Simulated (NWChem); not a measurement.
CBrCl2F; SMILES FC(Cl)(Cl)Br

```xyz
5

F      1.6078     0.6127     0.0000
C      0.2898     0.4701     0.0000
Cl    -0.3657     1.2319    -1.4491
Cl    -0.3657     1.2319     1.4491
Br    -0.1127    -1.4321     0.0000
```
Atoms are numbered in this order, from 1.

Level: PBE0/def2-SVP (NWChem), optimised geometry, unscaled harmonic frequencies. This build's default masses of Se (78.918 u) and Br (79.917 u) are each other's, which moves their modes by up to 0.6 %.

```
frequency (cm⁻¹)  IR intensity (km/mol)
----------------  ---------------------
205                                 0.0
220                                 0.0
308                                 0.3
343                                 0.1
402                                 0.0
517                                 3.2
802                               280.7
853                               245.5
1174                              209.0
```

- zero-point energy = 6.9 kcal/mol
- thermal correction to the enthalpy at 298.15 K (with zero-point energy) = 10.9 kcal/mol
- heat capacity Cv = 17.0 cal/(mol K)
- entropy at 298.15 K and 1 atm (symmetry number 1) = 78.8 cal/(mol K)
- dipole moment = 0.34 D

Rigid rotor and harmonic oscillator.
